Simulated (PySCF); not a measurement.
The third ionisation energy along group 16

All values are computed (PySCF 2.14, energy differences of UHF-based or UKS calculations, no spin-orbit coupling). Values in eV. The last column holds reference values (NIST; (s) semi-empirical, (t) theoretical, else measured). Unmarked ones compare directly (S terms, centres of terms, or small fine structure); those marked * lie between the lowest fine-structure levels and include a spin-orbit shift.

```
                        element                         configurations     UHF  MP2 (valence)  SCS-MP2 (valence)     LDA           reference
 S (x2c-TZVPall, spin-free X2C)            [Ne] 3s2 3p2 → [Ne] 3s2 3p1  34.139         34.596             34.503  34.866  34.86 ± 0.04 (s) *
Se (x2c-TZVPall, spin-free X2C)  [Ar] 3d10 4s2 4p2 → [Ar] 3d10 4s2 4p1  30.992         31.384             31.307  31.755    31.697 ± 0.019 *
Te (x2c-TZVPall, spin-free X2C)  [Kr] 4d10 5s2 5p2 → [Kr] 4d10 5s2 5p1  26.928         27.223             27.163  27.694      27.84 ± 0.04 *
```

"Valence" correlates the outer s and p shells and, in groups 3 to 12 and the f block, the outer d or f shell, open or full, or the next shell where the ion has no valence electron left; the wider scheme adds the next inner shell.
